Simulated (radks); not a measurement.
Results of a calculation; reference values are marked as such.
Question: Bi XX, configuration [Kr] 4d10 4f14 5s2 5p2. Code: a radial shooting solver on a logarithmic mesh with Libxc functionals. Model: Dirac Kohn-Sham, PBE, spin-unpolarised, spherical densities, finite nucleus; open shells fill j = l - 1/2 first; Fermi nuclear charge, rms radius 5.5211 fm. Some entries of the table are withheld. Estimate them.

orbital  occ.  eigenvalue (hartree)  <r> (bohr)
1s1/2       2             -3340.281     0.01580
2s1/2       2             -612.8392     0.06578
2p1/2       2             -589.7631     0.05387
2p3/2       4             -504.4916     0.06291
3s1/2       2             -159.7666      0.1709
3p1/2       2             -149.2780      0.1614
3p3/2       4             -130.1567      0.1778
3d3/2       4             -112.8864         (1)
3d5/2       6             -108.8260         (2)
4s1/2       2             -48.46335      0.3756
4p1/2       2                   (3)      0.3760
4p3/2       4                   (4)      0.4098
4d3/2       4             -31.63106      0.4117
4d5/2       6             -30.73370      0.4221
4f5/2       6             -20.97861      0.4233
4f7/2       8             -20.76532      0.4285
5s1/2       2             -19.94445      0.7686
5p1/2       2             -18.17646      0.7964
5p3/2       0             -16.94483      0.8518
5d3/2       0             -14.16316      0.9188
5d5/2       0             -13.94093      0.9345
6s1/2       0                   (5)       1.333

Answer: 
(1) 3d3/2 <r> (bohr): 0.1543
(2) 3d5/2 <r> (bohr): 0.1593
(3) 4p1/2 eigenvalue (hartree): -43.87861
(4) 4p3/2 eigenvalue (hartree): -39.12168
(5) 6s1/2 eigenvalue (hartree): -11.03688
